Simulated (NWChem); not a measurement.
System meant: TeF3, doublet; SMILES F[Te](F)F

The following NWChem deck was run.

```
start job
memory heap 200 mb stack 900 mb global 1100 mb
geometry units angstroms noautoz
  Te    -0.155400     0.040971    -0.174701
  F     -0.945157    -1.687251     0.329302
  F      0.958260     1.606272    -0.592437
  F      1.491730    -0.770268     0.328007
end
basis spherical
  * library def2-svp
end
ecp
  Te library def2-ecp
end
dft
  odft
  mult 2
  xc xpbe96 cpbe96
  iterations 4
  mulliken
end
task dft energy
```

End of the output:

```
     --------------------------
     Expectation value of S2:
     --------------------------
      <S2> =      0.7512 (Exact =     0.7500)

 center of mass
 --------------
 x =  -0.05279752 y =   0.00030898 z =   0.00000000

 moments of inertia (a.u.)
 ------------------
         519.689788298049           0.000000000130           0.000000000000
           0.000000000130         734.522787241591           0.000000000000
           0.000000000000           0.000000000000         214.841981716569

     Multipole analysis of the density
     ---------------------------------

     L   x y z        total         alpha         beta         nuclear
     -   - - -        -----         -----         ----         -------
     0   0 0 0      0.000000    -26.000000    -25.000000     51.000000

     1   1 0 0     -0.888415     -7.150840     -7.457931     13.720356
     1   0 1 0      0.006082      0.044624      0.041752     -0.080295
     1   0 0 1     -0.000000     -0.000000     -0.000000      0.000000

     2   2 0 0    -29.638563    -62.301684    -60.343582     93.006704
     2   1 1 0     -0.003502     -0.031659     -0.023149      0.051307
     2   1 0 1     -0.000000     -0.000000     -0.000000      0.000000
     2   0 2 0    -27.911297    -15.725711    -12.187414      0.001827
     2   0 1 1     -0.000000      0.000000     -0.000000      0.000000
     2   0 0 2    -35.921854   -142.918646   -139.190659    246.187451

 ------------------------------------------------------------------------
 dft energy failed                                                                                  0
 ------------------------------------------------------------------------
 ------------------------------------------------------------------------
  current input line :
    22: task dft energy
 ------------------------------------------------------------------------
 ------------------------------------------------------------------------
 This type of error is most commonly associated with calculations not reaching convergence criteria
 ------------------------------------------------------------------------
 For more information see the NWChem manual at https://nwchemgit.github.io

0:dft energy failed:Received an Error in Communication
```

Q: What is wrong, and how is it mended?

A: The run did not converge; its last values are not results. Cause: the SCF was allowed too few iterations. This input runs:
```
start job
memory heap 200 mb stack 900 mb global 1100 mb
geometry units angstroms noautoz
  Te    -0.155400     0.040971    -0.174701
  F     -0.945157    -1.687251     0.329302
  F      0.958260     1.606272    -0.592437
  F      1.491730    -0.770268     0.328007
end
basis spherical
  * library def2-svp
end
ecp
  Te library def2-ecp
end
dft
  odft
  mult 2
  xc xpbe96 cpbe96
  iterations 150
  mulliken
end
task dft energy
```
It converges to -567.00421 Ha (PBE/def2-SVP with def2 effective core potentials on Te, spin-unrestricted).
